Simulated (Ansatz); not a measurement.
`[OH][W]([OH])([F])([F])=[S]` + H–F → `[OH][W]([F])([F])([F])=[S]` + H₂O at 600 K and 1 bar (ligand exchange at a W–O bond).

Computed with Ansatz on PBE0-D4/def2-TZVP structures; ΔE is electronic, products minus reactants. CBS: MP2 limit from def2 TZ/QZ plus the TZ coupled-cluster correction, frozen cores. This one scheme is used for every species. Elements past krypton have def2 core potentials. For W outer-core shells are correlated without core-valence functions, which leaves a few kJ/mol of doubt a bond. Each species was taken in one conformer, which may not be the lowest.

```tsv
species	CCSD(T)/CBS energy (Eh)	H − E (kJ/mol)	S (J/(mol·K))
`[OH][W]([OH])([F])([F])=[S]`	-816.08095	155.0	477.4
H–F	-100.39570	42.3	194.0
`[OH][W]([F])([F])([F])=[S]`	-840.10627	120.2	464.4
H₂O	-76.37941	76.8	212.8
```

H − E and S are ideal-gas, rigid-rotor, harmonic terms from PBE0-D4/def2-TZVP, for one conformer and one mirror image of each species. 1 Eh = 2625.50 kJ/mol, R = 8.31446 J/(mol·K).

By hand: ΔE, ΔH, ΔS and ΔG.

ΔE = (-840.10627) + (-76.37941) − (-816.08095) − (-100.39570) = -0.00903 Eh = -23.7 kJ/mol. Δ(H − E) = 120.2 + 76.8 − 155.0 − 42.3 = -0.3, so ΔH = -24.0 kJ/mol. ΔS = 464.4 + 212.8 − 477.4 − 194.0 = 5.8 J/(mol·K). ΔG = -24.0 − 600 × (5.8)/1000 = -27.5 kJ/mol.

By hand: the equilibrium constant, and the temperature at which ΔG would vanish if ΔH and ΔS stayed fixed.

log₁₀ K = −ΔG/(RT ln 10) = 2.4. ΔH and −TΔS have one sign here, so there is no such temperature. One of them is within its doubt of zero, so this could turn.

The number of gas molecules stays the same, so ΔS is small and ΔH decides. A doubt of 5 kJ/mol in ΔE shifts log₁₀ K by 0.4 here. Other conformers and mirror images would add mixing entropy, several J/(mol·K) or more a flexible species. These are equilibria of isolated gas molecules and say nothing of rates. Largest T1 diagnostic: 0.022 (customary marks: 0.02 for closed shells, 0.045 for open ones).
